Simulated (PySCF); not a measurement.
SMILES C=Cc1ccc(S)cc1, GFN2-xTB optimised geometry.

```
17

C     -1.01    -3.17    -0.01
C     -1.46    -1.93     0.00
C     -0.66    -0.71     0.00
C     -1.31     0.53     0.00
C     -0.61     1.71     0.00
C      0.78     1.69     0.00
S      1.74     3.18     0.00
C      1.45     0.47     0.00
C      0.74    -0.71     0.00
H     -1.68    -4.01    -0.01
H      0.04    -3.42    -0.01
H     -2.53    -1.76     0.00
H     -2.39     0.56     0.00
H     -1.14     2.66     0.00
H      0.70     4.01    -0.01
H      2.53     0.46     0.00
H      1.28    -1.64     0.00
```

Density from B3LYP/def2-SVP (PySCF) at that geometry.

Minimum of the electron density along straight lines between bonded atoms, close to the bond critical point (lines longer than 1.1 times the sum of covalent radii, or with two minima, are not listed):

```tsv
bond	length / Å	ρ at the minimum / e bohr⁻³	∇²ρ there / e bohr⁻⁵	position (fraction from the first atom)
C1–C2	1.328	0.344	-0.93	0.50
C2–C3	1.456	0.277	-0.68	0.50
C3–C4	1.397	0.308	-0.78	0.50
C4–C5	1.380	0.316	-0.82	0.50
C5–C6	1.388	0.310	-0.79	0.49
C6–S7	1.767	0.199	-0.41	0.47
C6–C8	1.391	0.310	-0.79	0.51
C3–C9	1.397	0.307	-0.78	0.50
C8–C9	1.378	0.317	-0.82	0.50
C1–H10	1.076	0.284	-1.09	0.63
C1–H11	1.076	0.284	-1.08	0.63
C2–H12	1.084	0.283	-1.07	0.63
C4–H13	1.081	0.284	-1.08	0.63
C5–H14	1.081	0.283	-1.06	0.63
S7–H15	1.332	0.217	-0.25	0.49
C8–H16	1.080	0.284	-1.08	0.63
C9–H17	1.079	0.286	-1.09	0.63
```
